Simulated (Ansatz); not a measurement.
H$_{2}$N (SMILES [NH2]), doublet, at a GFN2-xTB geometry; CAM-B3LYP/6-31G* (Ansatz, a first-principles code).

Ansatz was given this input:
Ansatz 0.2 input:
```yaml
crystal:
  periodic: [false, false, false]
  atoms:
    - {symbol: N, position_ang: [0.00669643, 0.12471327, 0.03430287]}
    - {symbol: H, position_ang: [-0.85214990, -0.39082144, -0.12434158]}
    - {symbol: H, position_ang: [0.80527491, -0.48217148, -0.11577850]}
basis:
  gaussian:
    orbitals: 6-31G*
    nuclear_model: gaussian
hamiltonian:
  xc: cam_b3lyp
magnetization: {spin_polarized: true, initial_magnetization: 1}
```

It wrote (shortened):

```
Functional definition: CAM-B3LYP
201 factors; integrals over basis functions are off by at most 6.8e-4 eV
73 factors; integrals over basis functions are off by at most 8.7e-6 eV
mean field evaluation 1: about -1518.0513 eV, gradient 1.9e1 eV
mean field evaluation 2: about -1518.5057 eV, gradient 1.6e1 eV
mean field evaluation 4: about -1519.5270 eV, gradient 1.2e-1 eV
mean field evaluation 8: about -1519.5257 eV, gradient 1.2e-3 eV
mean field -1519.52572335 eV, -55.8415403616 hartree, gradient 3.5e-5 eV, S^2 0.752708; 0 other end points of the search recorded, 0 dependent functions left out
reference -1519.52577631 eV, -55.8415423080 hartree; 5, 4 occupied and 14, 15 virtual orbitals, 201 factors
Total energy: -1519.52577631 eV, -55.8415423080 hartree
```
